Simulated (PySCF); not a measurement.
Two-dimensional NMR puzzle

Compound of formula C8H11N. Correlations simulated from computed shifts and the bond graph:

HSQC (one-bond C–H):
```csv
δH,δC
7.45,133.2
7.37,135.7
6.93,121.9
6.62,112.0
3.00,32.3
2.16,20.3
```

COSY cross peaks (H two or three bonds apart, from the bond graph; peaks can be absent where the dihedral angle is near 90°):
```csv
δH,δH
7.45,6.93
7.45,6.62
7.37,6.93
```

HMBC (two and three bonds, from the bond graph):
```csv
δH,δC
7.45,"151.5, 135.7, 121.9, 112.0"
7.37,"151.5, 133.2, 124.9, 121.9, 20.3"
6.93,"135.7, 133.2, 124.9, 112.0"
6.62,"151.5, 133.2, 124.9, 121.9"
3.00,151.5
2.16,"151.5, 135.7, 124.9"
```

Carbons without hydrogens: δ 151.5, 124.9.

Theoretical values (PySCF): PBE0/pcSseg-1 with gauge-including orbitals, structure optimised with GFN2-xTB. No solvent, equivalent nuclei averaged, relativity neglected, a single conformation.

Chemical shifts δ = σref − σ; $^{1}$H (31.72 ppm), $^{13}$C (186.93 ppm) vs TMS, all at this level.

Exchangeable hydrogens are left out of these lists.

Problem. Assemble the structure.

Solution. `CNc1ccccc1C`.

Numbering as in the mapped SMILES `[CH3:1][NH:2][c:3]1[cH:4][cH:5][cH:6][cH:7][c:8]1[CH3:9]` (H(Xn): hydrogen on atom n).

δC 151.5 is C3, an aromatic carbon bearing nitrogen. δC 135.7 is C7, an aromatic CH (δH 7.37). δC 133.2 is C5, an aromatic CH (δH 7.45). δC 124.9 is C8, a substituted aromatic carbon. δC 121.9 is C6, an aromatic CH (δH 6.93). δC 112.0 is C4, an aromatic CH (δH 6.62). δC 32.3 is C1, a methyl carbon bonded to N (δH 3.00). δC 20.3 is C9, a methyl carbon on an aromatic ring (δH 2.16). HMBC from δH 7.45 reaches the proton-free carbon C3. HMBC from δH 7.37 reaches the proton-free carbons C3, C8. HMBC from δH 6.93 reaches the proton-free carbon C8. HMBC from δH 6.62 reaches the proton-free carbons C3, C8. COSY links 7.45–6.93, 7.45–6.62, 7.37–6.93.

The data come from this structure; uniqueness wasn't tested.

The OH or NH signal is concentration- and solvent-dependent in practice; the value given is the gas-phase one. Shifts are as computed. Against solution values, carbons near 30 ppm lie about +3 ppm off and those near 130 ppm about +5 ppm. Of 1211 compounds with measured shifts, 218 miss one by over three times the rms of a fit or turn the order of signals round; such compounds aren't used in these exercises.
